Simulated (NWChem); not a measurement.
Polarisability of ClLi

SMILES: [Li][Cl]
```xyz
2

Li     0.0000     0.0000    -1.7006
Cl     0.0000     0.0000     0.3001
```
Charge 0, spin multiplicity 1.

Program: NWChem. Structure: optimised with B3LYP/def2-SVP, a minimum by its harmonic frequencies.

Basis set: aug-cc-pVDZ. The field's frequency is 0.0773 Ha (589 nm).

```csv
method,isotropic polarisability (bohr³),difference from CCSD linear response
PBE,30.38,+3.98
HF,23.43,-2.97
B3LYP,28.28,+1.88
BHandHLYP,25.60,-0.80
CCSD linear response,26.40,0.00
```

The values span 6.95 bohr³, from HF (lowest) to PBE (highest). 

The correlated methods keep 5 core orbitals frozen. B3LYP has NWChem's definition, with VWN1-RPA local correlation. The structure started from a generated list of species. No row is a measurement; the coupled-cluster row has its own basis-set and correlation limits.
